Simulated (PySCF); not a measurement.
F₃Fe, SMILES [F][Fe+]([F])[F] (connectivity only; charge and spin as stated), charge +1, multiplicity 5.

Geometry: PBE0-D3(BJ)/def2-SVP. The multiplicity is an assumed one; other spin states were not compared.

Level of theory: PySCF with PBE/def2-TZVPD.

| Item | Value |
|---|---|
| total energy | -1562.55989 hartree |
| point group | C2v |
| α spin, highest occupied and lowest empty level | -16.09 and -14.66 eV |
| β spin, highest occupied and lowest empty level | -17.57 and -14.93 eV |
| dipole moment about the centre of nuclear charge | 1.01 D |
| mean static polarisability | 28.6 bohr³ (4.23 Å³) |
| polarisability, principal values | 15.9, 29.8, 40.0 bohr³ |
| ⟨S²⟩ | 6.025 (pure state 6.00) |
